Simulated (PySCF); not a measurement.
Computed IR spectrum (relative IR intensity) of a molecule CH5F2NOSi. The structure is a stationary point at PBE-D3(BJ)/def2-SVP. The values are those of a single conformer. Calculation: PBE-D3(BJ)/def2-SVP in PySCF 2.14.0. Frequencies are harmonic and unscaled.

Lines under 2 % of the strongest are left out, and lines within 2 cm⁻¹ are merged.

```tsv
ν (cm⁻¹)	relative intensity
116	2.8
219	4.2
224	52
294	23
308	4.9
338	44
356	42
380	49
650	2.4
710	2.8
764	11
809	59
840	83
905	100
963	73
1031	46
1195	2.3
1397	2.6
1481	37
2951	10
3007	10
3507	19
3609	25
3762	38
```

Identify the compound among the candidates.
A) NC[Si](O)(F)F
B) N[Si@](O)(F)CF
C) CO[Si](N)(F)F
D) CN[Si](O)(F)F

B, N[Si@](O)(F)CF
